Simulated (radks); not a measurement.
Numerical settings for the boron ion B3+, [He]. All-electron calculation, Dirac Kohn-Sham, PBE, spin-unpolarised, spherical densities, finite nucleus; Fermi nuclear charge, rms radius 2.406 fm. Program: a radial shooting solver on a logarithmic mesh with Libxc functionals. The defaults (mesh step 0.008 in ln r, mesh end at 40 bohr or more with all orbitals vanishing there, Anderson mixing 0.5 over 9 steps, residual threshold near 1e-9 with the energy settled to 1e-9 hartree or 1e-11 of itself, here a cap of 50 iterations) give E = -21.9890 hartree and 1s1/2 at -231.38 eV in 13 iterations. Run on one thread of a shared host, so times are rough (Intel(R) Xeon(R) Platinum 8488C): 0.04 s of CPU time, 0.04 s wall, 13 iterations on 2189 mesh points. Changes against that run (0 stands for a change within the tolerance of the run):

[
 {"setting": "mesh step in ln r 0.05", "iterations": "13", "converged": "yes", "E (mhartree)": "0", "e(1s1/2) (meV)": "0", "CPU (s)": "0.01"},
 {"setting": "mesh step in ln r 0.02", "iterations": "13", "converged": "yes", "E (mhartree)": "0", "e(1s1/2) (meV)": "0", "CPU (s)": "0.02"},
 {"setting": "mesh step in ln r 0.2", "iterations": "50", "converged": "no", "E (mhartree)": "-7.74e+04", "e(1s1/2) (meV)": "-", "CPU (s)": "0.03"},
 {"setting": "mesh end (bohr) 2", "iterations": "13", "converged": "yes", "E (mhartree)": "+0.253", "e(1s1/2) (meV)": "+13", "CPU (s)": "0.03"},
 {"setting": "mesh end (bohr) 8", "iterations": "13", "converged": "yes", "E (mhartree)": "0", "e(1s1/2) (meV)": "0", "CPU (s)": "0.03"},
 {"setting": "residual threshold 1e-13", "iterations": "50", "converged": "no", "E (mhartree)": "0", "e(1s1/2) (meV)": "0", "CPU (s)": "0.1"},
 {"setting": "residual threshold 1e-16", "iterations": "50", "converged": "no", "E (mhartree)": "0", "e(1s1/2) (meV)": "0", "CPU (s)": "0.1"},
 {"setting": "mixing 1", "iterations": "9", "converged": "yes", "E (mhartree)": "0", "e(1s1/2) (meV)": "0", "CPU (s)": "0.02"},
 {"setting": "linear mixing, mixing 0.2", "iterations": "50", "converged": "no", "E (mhartree)": "0", "e(1s1/2) (meV)": "-0.732", "CPU (s)": "0.09"},
 {"setting": "linear mixing, mixing 0.5", "iterations": "32", "converged": "yes", "E (mhartree)": "0", "e(1s1/2) (meV)": "0", "CPU (s)": "0.06"},
 {"setting": "mixing history 3", "iterations": "11", "converged": "yes", "E (mhartree)": "0", "e(1s1/2) (meV)": "0", "CPU (s)": "0.03"},
 {"setting": "iteration cap 3", "iterations": "3", "converged": "no", "E (mhartree)": "+0.0542", "e(1s1/2) (meV)": "-56.4", "CPU (s)": "0.01"}
]

No run marked as converged misses the energy by more than 1 mhartree. A mesh that ends early acts as a hard wall.
